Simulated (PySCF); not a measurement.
**Shapes and spin states of TcF2**

These are results of PBE0 in PySCF with Tc def2-TZVP with ECP28, F def2-TZVP; scalar-relativistic core potentials, no spin–orbit coupling; density-fitted integrals, not measurements.

Relaxations began from a few typed shapes and spin states; open shells are unrestricted. The search is not exhaustive: other isomers or separated fragments can lie lower, and high-lying points may rest on an excited occupation.

| spin | group | bonds | angles | imaginary modes (cm⁻¹) | ΔE (kJ/mol) | ΔE with ZPE (kJ/mol) |
| --- | --- | --- | --- | --- | --- | --- |
| sextet | D∞h | Tc–F 1.904 Å (×2) | F–Tc–F 180.0° | none | 0.0 | 0.0 |
| quartet (⟨S²⟩ 4.38) | D∞h | Tc–F 1.869 Å (×2) | F–Tc–F 180.0° | none | 100.8 | 100.7 |
| broken-symmetry Ms = 1/2 (⟨S²⟩ 2.30) | D∞h | Tc–F 1.859 Å (×2) | F–Tc–F 180.0° | none | 149.6 | 149.8 |
| broken-symmetry Ms = 1/2 (⟨S²⟩ 1.76) | C2v | Tc–F 1.832 Å (×2) | F–Tc–F 146.7° | none | 174.5 | 174.5 |

The lowest minimum found is the sextet D∞h: Tc–F 1.904 Å (×2); F–Tc–F 180.0°.

Formally Tc is in oxidation state +2, d5, with 5 unpaired electrons (the high-spin count). The Mulliken spin on Tc is 4.80. The polar-tensor charge on Tc, 1.41, is below the formal one.

For the lowest minimum: other spin states or occupations of the open shell can lie lower.

The electron or spin density has lower symmetry than the nuclear frame for the quartet (⟨S²⟩ 4.38) D∞h at 100.8 kJ/mol, broken-symmetry Ms = 1/2 (⟨S²⟩ 2.30) D∞h at 149.6 kJ/mol.
